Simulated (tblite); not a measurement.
**Question.** What does the GFN2-xTB structure of `[SiH3]C1=CP1C1CC1` look like in three dimensions?

**Answer.** 
Z-matrix in Å and degrees, rows numbered from 1:
```
Si
C   1  1.8673
C   2  1.3149  1  146.45
P   3  1.8213  2   70.84  1   176.05
C   4  1.8626  2  101.68  3   -94.56
C   5  1.5003  4  122.19  2    59.79
C   6  1.4927  5   60.12  4  -111.60
H   1  1.4622  2  107.67  3  -103.97
H   1  1.4642  2  108.69  3   135.84
H   1  1.4654  2  107.75  3    16.17
H   3  1.0684  2  144.15  4  -176.81
H   5  1.0854  4  110.73  2  -156.55
H   6  1.0818  5  117.62  7   107.35
H   6  1.0799  5  118.77  7  -108.99
H   7  1.0820  5  117.66  6  -107.37
H   7  1.0799  5  118.55  6   109.01
```

The 3 C–P bonds span 1.821 Å (C3–P4, drawn single) to 1.864 Å (C2–P4, drawn single), a spread of 0.043 Å. The 3-membered ring C5–C6–C7 has internal angles of 59.7° to 60.2°. The C–C distances run from 1.315 Å (C2=C3, drawn double) to 1.500 Å (C5–C6, drawn single), a spread of 0.185 Å. The 3-membered ring C2–C3–P4 has internal angles of 41.8° to 70.8°.

Computed geometry: GFN2-xTB, gas phase.

Point group: C1 (no symmetry element, even within 0.4 Å). Its GFN2-xTB frequencies are all real (lowest 30 cm⁻¹). The numbers are those of one conformer (C3–P4–C5–C6 17°).
